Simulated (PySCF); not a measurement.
O²⁺: ionisation energy

O²⁺ [He] 2s2 2p2 (3P) → O³⁺ [He] 2s2 2p1 (2P), as a difference of total energies. Computed with PySCF 2.14 in aug-cc-pwCVDZ (5s4p2d, 27 functions), with no relativity, point nucleus. Correlated levels: valence: 1s2 frozen; valence and next inner shell: nothing frozen. The calculations carry no spin-orbit coupling.

```csv
method,ionisation energy (eV)
UHF,54.520
LDA,55.329
PBE,55.211
PBE0,55.234
r2SCAN,55.521
M06-L,55.158
r2SCANh,55.497
BP86,55.208
PBEsol,55.085
MP2 (valence),54.706
SCS-MP2 (valence),54.591
MP2 (valence and next inner shell),54.721
SCS-MP2 (valence and next inner shell),54.596
```

Errors of the correlated levels include the incompleteness of this basis and the frozen core.

Task: Which method comes closest to the reference value, and which is furthest?

Result: The reference is 54.936 eV (semi-empirical (NIST evaluation); NIST Atomic Spectra Database, ionization energies). Closest: PBEsol (error 0.149 eV); furthest: r2SCAN (error 0.585 eV).
